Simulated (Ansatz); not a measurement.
Born–Oppenheimer molecular dynamics of CHFSiTe (5 atoms, charge 0, multiplicity 1). It starts from a relaxed structure.

Method: RKS B3LYP/def2-SVP in Ansatz.

| Property | Result |
| --- | --- |
| ensemble | NVE (Milne-controlled integrator) |
| time step | 0.25 fs |
| steps asked | 150 |
| starting velocities drawn for | 1000 K |
| seed | 888270 |

First frame:

```xyz
5
Properties=species:S:1:pos:R:3
F 1.279 -1.887 1.601
C 0.884 -0.967 0.808
Si 0.877 0.311 -0.308
Te -1.653 0.647 -0.509
H -1.387 1.896 -1.592
```

**Question.** What does the run give?

**Answer.** The run went to its last step.

```
steps done                                               : 150
time covered                                             : 37.5 fs
mean temperature over the second half                    : 542 K
spread of the potential energy over the second half      : 14.0 meV per atom
mean potential energy of the second half above the start : 35.5 meV per atom
```

The conserved energy stayed within 0.0004 meV per atom of its start (net change -0.0002 meV per atom), so the integration is sound. A run of 0.037 ps of so small a system gives no equilibrium averages.

**Question.** What happens to the structure?

**Answer.** The same pairs are bonded in the first frame and the last. Pairs count as bonded within 1.25 times the sum of covalent radii (0.12 Å more for H–H). Another seed would give other details.

**Question.** How do temperature and energy run in time?

**Answer.** 
```
time (fs)  T (K)  potential energy less start (eV)  conserved less start (meV/atom)
      0.0   1000                             0.000                             0.00
      1.8    916                             0.032                             0.00
      3.5    755                             0.095                             0.00
      5.2    658                             0.133                             0.00
      7.0    603                             0.154                             0.00
      8.8    509                             0.191                             0.00
     10.5    391                             0.236                             0.00
     12.2    319                             0.264                             0.00
     14.0    320                             0.264                             0.00
     15.8    352                             0.251                             0.00
     17.5    363                             0.247                             0.00
     19.2    393                             0.235                             0.00
     21.0    525                             0.184                             0.00
     22.8    697                             0.117                             0.00
     24.5    777                             0.086                             0.00
     26.2    747                             0.098                             0.00
     28.0    674                             0.126                             0.00
     29.8    618                             0.148                             0.00
     31.5    564                             0.169                             0.00
     33.2    453                             0.212                             0.00
     35.0    293                             0.274                             0.00
     36.8    197                             0.311                             0.00
```

Run time: 5.2 min on 1 thread of Arm Neoverse V2 (shared host), peak memory 0.16 GiB.
